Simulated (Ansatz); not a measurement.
Energy needed to pull apart CH6BGa (SMILES B[CH2][GaH2]), singlet, into free ground-state atoms, from the structure below (displaced at random from a GFN2-xTB minimum); no zero-point or spin–orbit terms; open-shell atoms are treated unrestricted, in their ground-state multiplicity.

B1  (-0.693, 0.719, -0.963)
C2  (0.673, 0.261, -0.470)
Ga3  (0.117, -0.818, 1.141)
H4  (-1.294, 0.070, -1.689)
H5  (-1.181, 1.711, -0.565)
H6  (1.228, -0.415, -1.071)
H7  (1.354, 1.042, -0.074)
H8  (-0.351, -2.286, 1.100)
H9  (0.147, -0.266, 2.635)
(Å)

Program: Ansatz 0.2.0. Basis: def2-TZVPP. Cores are frozen in the correlated methods. Filled d shells of the heavier atoms are correlated. The def2 sets are not built for correlating such inner shells, so the correlated values are less sure here.

| method | atomization energy (kcal/mol) |
| --- | --- |
| PBE-D4 | 678.8 |
| r2SCAN-D4 | 681.6 |
| PBE0-D4 | ? |
| r2SCANh-D4 | 679.8 |
| r2SCAN0-D4 | 677.5 |
| wB97M-V | 678.6 |
| HF | 524.7 |
| MP2 | 668.8 |
| CCSD | ? |
| CCSD(T) | 666.4 |

(1) What does PBE0-D4 give? (Judge from chemistry; the value comes from the calculation.)

(2) What does CCSD give? (An estimate is asked for; the value comes from the calculation.)

T1 diagnostic: at most 0.013.

## Answers

(1) The calculation gives: 676.7 kcal/mol, which is about 10.3 kcal/mol more than CCSD(T)/def2-TZVPP.

(2) The calculation gives: 660.1 kcal/mol, which is about 6.3 kcal/mol less than CCSD(T)/def2-TZVPP.

In triple zeta the MP2 and coupled-cluster atomization energies are still short of their basis limit by a few kcal/mol a bond, whereas those of the functionals are nearly converged, so these differences are not deviations from converged CCSD(T).

For scale, one of the runs: CCSD(T)/def2-TZVPP forces, 194 basis functions (an equivalent command: `ansatz run in.yaml --threads 4`). The run took 3.2 min on 4 CPU threads (shared host), with 4.2 GiB of host memory at its peak.
